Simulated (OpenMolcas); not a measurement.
F IV: effect of the basis set

```yaml
Program: OpenMolcas
Method: RASSCF
Active_space: 4 electrons in 9 orbitals (RAS2 2s 2p; RAS3 3d, at most 2 electrons)
State_averaging: 2S+1 = 3 even, 3 roots; 2S+1 = 1 even, 6 roots; 2S+1 = 5 odd, 1 root; 2S+1 = 3 odd, 9 roots; 2S+1 = 1 odd, 8 roots
Spin-orbit_coupling: RASSI with atomic mean-field integrals over the reference wave functions, term energies averaged over their components
```

A. ANO-RCC-VTZP [4s3p2d1f], DKH2, point nucleus; cost about 21 core-seconds
B. ANO-R2 [4s4p2d1f], X2C, finite nucleus; cost about 23 core-seconds
C. ANO-RCC-VQZP [5s4p3d2f1g], DKH2, point nucleus; cost of the order of 21 core-seconds
D. ANO-RCC [8s7p4d3f2g], DKH2, point nucleus; cost roughly 22 core-seconds

Energies in cm⁻¹ above 2s² 2p² ³P₀, the measured ground level; measured values from Moore, Atomic Energy Levels, vol. I, NSRDS-NBS 35 (1971 reprint of NBS Circular 467, 1949).

| Level | A | B | C | D | Measured |
| --- | --- | --- | --- | --- | --- |
| 2s² 2p² ³P₀ | 0.0 | 0.0 | 0.0 | 0.0 | 0.0 |
| 2s² 2p² ³P₁ | 223 | 212 | 214 | 215 | 225 |
| 2s² 2p² ³P₂ | 652 | 621 | 627 | 630 | 613 |
| 2s² 2p² ¹D₂ | 27264 | 27357 | 27394 | 27379 | 25241 |
| 2s² 2p² ¹S₀ | 57063 | 57114 | 57237 | 57193 | 53544 |
| 2s 2p³ ⁵S°₂ | 71742 | 70774 | 70806 | 70815 |  |
| 2s 2p³ ³D°₁ | 150514 | 150110 | 150231 | 150198 | 147902 |
| 2s 2p³ ³D°₂ | 150515 | 150110 | 150231 | 150198 | 147889 |
| 2s 2p³ ³D°₃ | 150521 | 150115 | 150237 | 150204 | 147842 |
| 2s 2p³ ³P°₀ | 180014 | 179754 | 179942 | 179873 |  |
| 2s 2p³ ³P°₁ | 180015 | 179756 | 179944 | 179874 | 175242 |
| 2s 2p³ ³P°₂ | 180019 | 179759 | 179947 | 179878 | 175237 |
| 2s 2p³ ¹D°₂ | 234891 | 234924 | 235229 | 235098 |  |
| 2s 2p³ ³S°₁ | 244100 | 244354 | 244689 | 244569 |  |
| 2s 2p³ ¹P°₁ | 265984 | 266112 | 266515 | 266328 | 257390 |

Deviations, from unrounded energies. A percentage is the sum of absolute deviations over the sum of measured energies, with the sign that they share, or ± where signs differ.

| Against measurement | Levels | A | B | C | D |
| --- | --- | --- | --- | --- | --- |
| mean absolute deviation (cm-1) | 10 | 3200 | 3000 | 3100 | 3100 |
| fine structure of the ground term (%) | 2 | ±4.9 | ±2.4 | ±3.0 | ±3.2 |
| other terms of the ground configuration (%) | 2 | +7.0 | +7.2 | +7.4 | +7.3 |
| other configurations (%) | 6 | +2.5 | +2.3 | +2.4 | +2.4 |

A, B, C, D lie about equally close to measurement. The largest miss of B in the table is 2s 2p³ ¹P°₁, by +8700 cm-1. The ranking rests on the paired levels alone, and a cruder setting can come out closer through cancelling errors.

Among A to D the level of the table that moves most is 2s 2p³ ⁵S°₂, by 970 cm-1 (lowest in B, highest in A).

Active for correlation alone: 3d; no level in the range computed is led by a configuration that fills it, so any true level of that kind is missing. Measured partners are found by configuration, term and J. A level has none where our copy of the source lacks it or the pairing is in doubt (some pairs that miss far off the trend of their configuration count as doubtful), and it then counts in no deviation. Only configurations of the active space appear.

° marks odd parity.
